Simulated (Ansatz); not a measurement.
System: CH7AlN2, charge 0, multiplicity 1. 
Coordinates optimised at B3LYP-D3(BJ)/def2-TZVP (Ansatz, a quantum-chemistry and plane-wave program):
```
Al
N 1 1.7769
H 2 1.0075 1 124.02
H 2 1.0075 3 109.90 1 -179.75
N 1 1.7769 2 118.42 3 179.60
H 5 1.0075 1 124.02 2 -179.60
H 5 1.0075 6 109.90 1 179.75
C 1 1.9523 2 120.79 3 -0.95
H 8 1.0928 1 111.86 2 150.68
H 8 1.0928 9 107.59 1 123.23
H 8 1.0939 9 107.03 10 114.74
```

Dipole moments at this geometry, in debye (magnitudes).

```json
[
 {"level": "PBE/def2-TZVPD", "program": "Ansatz", "dipole (D)": "0.49"},
 {"level": "revPBE/def2-TZVPD", "program": "Ansatz", "dipole (D)": "0.50"},
 {"level": "r2SCAN/def2-TZVPD", "program": "Ansatz", "dipole (D)": "0.52"},
 {"level": "B97M-V/def2-TZVPD", "program": "Ansatz", "dipole (D)": "0.51"},
 {"level": "PBE0/def2-TZVPD", "program": "Ansatz", "dipole (D)": "0.48"},
 {"level": "BHLYP/def2-TZVPD", "program": "Ansatz", "dipole (D)": "0.48"},
 {"level": "r2SCANh/def2-TZVPD", "program": "Ansatz", "dipole (D)": "0.51"},
 {"level": "r2SCAN0/def2-TZVPD", "program": "Ansatz", "dipole (D)": "0.50"},
 {"level": "HSE06/def2-TZVPD", "program": "Ansatz", "dipole (D)": "0.48"},
 {"level": "CAM-B3LYP/def2-TZVPD", "program": "Ansatz", "dipole (D)": "0.49"},
 {"level": "LC-wPBE/def2-TZVPD", "program": "Ansatz", "dipole (D)": "(withheld)"},
 {"level": "wB97X-V/def2-TZVPD", "program": "Ansatz", "dipole (D)": "0.49"},
 {"level": "CCSD(T)/aug-cc-pV(D+d)Z", "program": "Ansatz", "dipole (D)": "(withheld)"}
]
```

Task: Some entries are withheld; supply them.

Result: 
- LC-wPBE/def2-TZVPD, dipole (D): 0.49
- CCSD(T)/aug-cc-pV(D+d)Z, dipole (D): 0.53
